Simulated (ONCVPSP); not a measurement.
What the settings do to the ONCV potential of Rh (Z = 45)

Base potential:

```
Element                 : Rh (Z = 45)
Generator               : ONCVPSP 4.0.1
Type                    : optimised norm-conserving Vanderbilt (ONCV)
Functional              : PBE
Relativity              : scalar-relativistic
Frozen core             : [Ar] 3d10
Valence charge          : 17
Reference configuration : 4s2 4p6 4d8 5s0.5 (charge +0.5)
Partial waves           : 4s+5s: rc 1.85 bohr, ncon 4, nbas 7, qcut 7.3 1/bohr, 3 projectors, debl 3 Ha; 4p: rc 1.10 bohr, ncon 4, nbas 9, qcut 7.5 1/bohr, 2 projectors, debl 0.6 Ha; 4d: rc 1.55 bohr, ncon 4, nbas 9, qcut 8.9 1/bohr, 2 projectors, debl 3.7 Ha
Local potential         : polynomial inside 0.75 bohr (lpopt 1, dvloc0 4 Ha)
Core correction         : Teter function, fcfact 3.25, rcfact 1.2
```

In the p channel the program set the typed energies aside and used -1.989, 0.250 Ha.

Cutoffs, loose and tight: the cutoffs (Ha) at which the residual kinetic energy of the hardest occupied pseudo-wave falls to 1 and 0.1 mHa per electron. They do not see the model core or the augmentation charge, which bear on the density cutoff. Test errors are all-electron minus pseudo excitation energies from the reference, over the configurations 4s2 4p6 4d8 5s1; 4s2 4p6 4d8 5s0; 4s2 4p6 4d7 5s0; 4s2 4p6 4d8.5 5s0.5. A dash means not determined; rows that change the core or the reference have their own tests.

| change | outcome | cutoff, loose | cutoff, tight | bound ghosts | GHOST(+) flags above zero | largest test error (meV) |
| --- | --- | --- | --- | --- | --- | --- |
| base | generated, projector energies reset by the program | 87 Ha | 217 Ha | none | s | -1.7 |
| d: rc 1.1 | generated, projector energies reset by the program | 87 Ha | 217 Ha | none | s | -1.2 |
| d: rc 1.22 | generated, projector energies reset by the program | 87 Ha | 217 Ha | none | s | -1.3 |
| d: rc 1.34 | generated, projector energies reset by the program | 87 Ha | 217 Ha | none | s | -1.6 |
| d: rc 1.5 | generated, projector energies reset by the program | 87 Ha | 217 Ha | none | s | -1.7 |
| d: rc 1.68 | generated, projector energies reset by the program | 87 Ha | 217 Ha | none | s | -1.6 |
| d: rc 1.84 | generated, projector energies reset by the program | 87 Ha | 217 Ha | none | s, d | -1.2 |
| d: rc 1.96 | generated, projector energies reset by the program | 87 Ha | 217 Ha | none | s | -1.4 |
| d: rc 2.12 | generated, projector energies reset by the program | 87 Ha | 217 Ha | none | s | -1.1 |
| d: rc 2.24 | generated, projector energies reset by the program | 87 Ha | 217 Ha | none | s | -1.0 |

Reading the sweep of the d radius (base included, trends over the rows without a ghost): The loose cutoff stays near 87 Ha. The median size of the test errors (rows with all tests solved) stays near 0.8 meV.
